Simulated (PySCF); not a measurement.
**Ionisation energy of Os²⁺ by level of theory**

Os²⁺ [Xe] 4f14 5d6 (5D) → Os³⁺ [Xe] 4f14 5d5 (6S), as a difference of total energies. All numbers are calculated (PySCF 2.14, a scalar-relativistic core potential, in aug-cc-pwCVDZ-PP with ECP60MDF). Correlated levels: valence and next inner shell: nothing frozen outside the core potential. The calculations carry no spin-orbit coupling.

```json
{"method": "UHF", "ionisation energy (eV)": "24.874"}
{"method": "MP2 (valence and next inner shell)", "ionisation energy (eV)": "25.970"}
{"method": "SCS-MP2 (valence and next inner shell)", "ionisation energy (eV)": "25.979"}
{"method": "CCSD (valence and next inner shell)", "ionisation energy (eV)": "25.993"}
{"method": "CCSD(T) (valence and next inner shell)", "ionisation energy (eV)": "26.070"}
```

How much does correlation contribute at CCSD(T) (valence and next inner shell)?

26.070 − (24.874) = 1.196 eV, measured against UHF.

The reference lies between the lowest fine-structure levels, while these numbers refer to the centres of the terms.

Errors of the correlated levels include the incompleteness of this basis.

For comparison: 25 ± 1.6 eV (theoretical estimate listed by NIST; NIST Atomic Spectra Database, ionization energies).
